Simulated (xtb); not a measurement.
C4H5 (SMILES C1[C@-]2C[C@H]12), charge -1, singlet, geometry from GFN2-xTB. Base run: GFN2-xTB (xtb).

xtb was given this input:
```
$ xtb mol.xyz --gfn 2 --chrg -1 --json

# file mol.xyz
9

C      0.01838829     1.09261235     0.31793151
C      0.04322136    -1.09887314     0.29296768
C      0.86364242     0.01454600    -0.41782223
C     -0.64697488    -0.00242694    -0.43053395
H     -0.11541859     1.12684033     1.41520083
H     -0.00676947     2.10157076    -0.11435886
H     -0.08949244    -1.16110732     1.38913817
H      0.04081885    -2.09803459    -0.16219775
H     -1.49880154    -0.00441880    -1.10304047
```

Variants of this job, named by their change:

```tsv
change	ΔE vs base (mEh)	HOMO-LUMO gap (eV)	G_solv (kcal/mol)	SCF cycles
base	0.000	6.71	-	11
acc = 1000	0.036	6.69	-	5
alpb = ether	…	6.71	…	12
etemp = 5000	-0.029	6.71	-	11
file = coord	0.000	6.71	-	11
alpb = methanol	-94.174	6.71	-59.13	12
```

Task: Complete the blanks.

Result: 
- alpb = ether, ΔE vs base (mEh): -80.442
- alpb = ether, G_solv (kcal/mol): -50.54

ALPB and GBSA are two models with their own fitted parameters for each solvent, which aren't always the measured dielectric constant.
